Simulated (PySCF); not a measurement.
phosphoric acid (H3O4P), SMILES O=P(O)(O)O.

Geometry optimised at PBE-D3(BJ)/def2-SVP. Other conformers were not sampled.

The numbers are results of PBE-D3(BJ)/def2-SVP in PySCF 2.14.0, not measurements.

Frequencies are harmonic and unscaled.

Modes within 1.5 cm⁻¹ of each other (mostly degenerate sets) share a row, with their intensities summed.

```csv
mode,ν (cm⁻¹),IR (km/mol),moving atoms (share of kinetic energy)
1–2,136,138.8,"H 72 %, O 28 %"
3,303,78.4,"H 83 %, O 13 %"
4–5,355,81.0,"O 68 %, H 32 %"
6–7,422,120.8,"O 71 %, P 21 %"
8,429,23.6,"O 66 %, H 18 %, P 16 %"
9,792,15.7,O 91 %
10–11,888,617.4,"O 57 %, P 27 %, H 16 %"
12,1001,68.3,"H 83 %, O 17 %"
13–14,1009,118.1,"H 70 %, P 19 %, O 11 %"
15,1279,246.2,"O 55 %, P 43 %"
16–17,3713,281.8,H 94 %
18,3715,21.1,H 94 %
```
